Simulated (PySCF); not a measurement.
## Electron correlation in O (oxygen, neutral)

Starting occupation: [He] 2s2 2p4, 2p1/2 with m_j = -1/2, +1/2, 2p3/2 with m_j = +1/2, +3/2. All numbers are calculated (PySCF 2.14, X2C-1e with screened-nucleus spin-orbit coupling, Gaussian nucleus, in x2c-TZVPall-2c (5s3p2d1f, 31 functions)). Frozen: 1s2; 6 electrons correlated.

MP2 pair energies summed by pair of shells (mhartree):

```json
{"pair": "2p-2p", "energy": "-67.80", "share (%)": "46.7"}
{"pair": "2p-2s", "energy": "-67.18", "share (%)": "46.2"}
{"pair": "2s-2s", "energy": "-10.31", "share (%)": "7.1"}
```

Total MP2 correlation energy: -145.29 mhartree.

The GHF reference relaxed away from the jj start to a determinant that is no pure jj level (⟨S²⟩ = 2.01, ⟨J²⟩ = 6.01); the energies belong to that determinant.
